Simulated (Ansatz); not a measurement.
Geometry optimisation, Ansatz 0.2.0, UKS PBE0-D4/STO-3G.

Input:

```yaml
crystal:
  periodic: [false, false, false]
  atoms:
    - { symbol: Al, position_ang: [-0.994169, -0.942884, -1.374176] }
    - { symbol: C, position_ang: [1.096112, 0.213789, 0.859823] }
    - { symbol: Cl, position_ang: [-1.140812, -1.5421, -3.345786] }
    - { symbol: Cl, position_ang: [-1.604007, -2.221005, 0.138683] }
    - { symbol: O, position_ang: [-0.421587, 0.717687, -1.065456] }
    - { symbol: C, position_ang: [-0.153885, 0.950851, 0.351852] }
    - { symbol: H, position_ang: [1.323125, 0.518994, 1.887853] }
    - { symbol: H, position_ang: [1.962213, 0.446487, 0.230018] }
    - { symbol: H, position_ang: [0.940729, -0.872787, 0.856577] }
    - { symbol: H, position_ang: [-1.015005, 0.689592, 1.002188] }
    - { symbol: H, position_ang: [0.007287, 2.041477, 0.458524] }
magnetization:
  spin_polarized: true
basis:
  gaussian: { orbitals: STO-3G }
hamiltonian:
  xc: pbe0
  dispersion: d4
relax:
  f_tol: 0.03
  max_steps: 50
```

Command:

```bash
$ ansatz run input.yaml --threads 1 --pin off --max-ram 2048MiB --backend cpu --events-out ev --progress --plain --runs-dir out
```

Task: Where does it end, and by what steps?

Result: It converged. Limits of this set-up: minimal basis. After 5 steps the energy has fallen by 0.150 eV; O5 moved furthest, 0.12 Å.

```
step  energy less start (eV)  largest force component (eV/Å)  accepted
   0                  0.0000                           2.369       yes
   1                 -0.1099                           1.322       yes
   2                 -0.1412                           0.434       yes
   3                 -0.1444                           0.236       yes
   4                 -0.1500                           0.030       yes
   5                 -0.1502                           0.013       yes
```

```xyz
11
Properties=species:S:1:pos:R:3
Al -1.016 -0.925 -1.385
C 1.128 0.231 0.890
Cl -1.202 -1.466 -3.367
Cl -1.654 -2.209 0.108
O -0.393 0.600 -1.064
C -0.152 0.914 0.336
H 1.326 0.585 1.909
H 1.994 0.473 0.260
H 1.005 -0.861 0.923
H -1.010 0.647 0.990
H -0.025 2.013 0.400
```

Time of the run: 36 s on 1 thread of AMD EPYC 7R43 64-Core Processor (Zen 3), on a shared host, peak memory 0.2 GiB.
